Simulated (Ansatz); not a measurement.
System: sum formula CuO2H2, net charge 0, doublet state. The spin state was set by rule; other spins were not relaxed. 
Coordinates optimised at B3LYP-D3(BJ)/def2-TZVP (Ansatz, a first-principles code):
```
Cu
O 1 1.7540
H 2 0.9642 1 116.65
O 1 1.7540 2 174.26 3 -180.00
H 4 0.9642 1 116.65 2 180.00
```
Charge 0, spin multiplicity 2.

Property: vertical ionisation energy (to the triplet state of charge +1; each state is the SCF solution reached for its spin; for the triplet T1 is 0.048; for the doublet the Hartree-Fock reference is unstable and T1 is 0.049), in eV. Cores are frozen in the correlated levels unless marked. UHF or UKS for open shells. Spin-orbit coupling is left out. The frozen core is the preceding noble-gas configuration, with the filled d and f shells of earlier blocks. Non-relativistic.  The program attaches cautions to a run behind BHLYP/def2-TZVPD: asymmetric forces.

| level | program | vertical ionisation energy (eV) |
|---|---|---|
| HF/def2-TZVPPD | Ansatz | 9.31 |
| SVWN5/def2-TZVPD | Ansatz | 10.65 |
| BHLYP/def2-TZVPD | Ansatz | 10.51 |
| wB97M-V/def2-TZVPD | Ansatz | 10.55 |
| RI-MP2/def2-TZVPPD | Ansatz | 11.26 |
| CCSD/def2-SVPD | Ansatz | 10.46 |
